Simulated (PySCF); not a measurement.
Stretching RbS

Set-up: Rb x2c-TZVPPall, S x2c-TZVPPall; spin-free X2C with a Gaussian nucleus (PySCF 2.14). Energies in eV from Rb + S in their ground configurations at the same level. State: ²Π (doublet), unpaired electrons π ↑.

All columns are PBE0. A positive dipole means Rb(−)S(+).

| R (Å) | E (eV) | μ (D) | Mulliken charge on Rb (basis-dependent) | HOMO (eV) | LUMO (eV) | Mayer bond order | ⟨S²⟩ |
| --- | --- | --- | --- | --- | --- | --- | --- |
| 2.519 | -2.135 | -8.19 | 0.57 | -4.87 | -2.39 | 0.81 | 0.75 |
| 2.636 | -2.434 | -8.78 | 0.59 | -4.88 | -2.22 | 0.77 | 0.75 |
| 2.753 | -2.596 | -9.36 | 0.61 | -4.76 | -2.07 | 0.74 | 0.75 |
| 2.841 | -2.654 | -9.77 | 0.61 | -4.65 | -1.96 | 0.73 | 0.76 |
| 2.929 | -2.670 | -10.18 | 0.62 | -4.55 | -1.86 | 0.72 | 0.76 |
| 3.017 | -2.655 | -10.58 | 0.62 | -4.46 | -1.77 | 0.72 | 0.76 |
| 3.134 | -2.600 | -11.10 | 0.61 | -4.35 | -1.66 | 0.72 | 0.76 |
| 3.280 | -2.495 | -11.74 | 0.61 | -4.21 | -1.56 | 0.72 | 0.76 |
| 3.456 | -2.339 | -12.48 | 0.60 | -4.07 | -1.67 | 0.73 | 0.76 |
| 3.691 | -2.109 | -13.40 | 0.60 | -3.91 | -1.82 | 0.72 | 0.76 |

A fit through these points gives, at Re = 2.927 Å, μ = -10.17 D and dμ/dR = -4.60 D/Å; the reduced mass is 23.23 u.

Question: How strong is the fundamental in the double-harmonic approximation, I = 42.26·(dμ/dR)²/μred km/mol?

Answer: I = 42.26·(-4.60)²/23.23 = 38.5 km/mol at PBE0.

Spin–orbit coupling is left out. The state was picked by a PBE0 search and need not be the measured ground state.
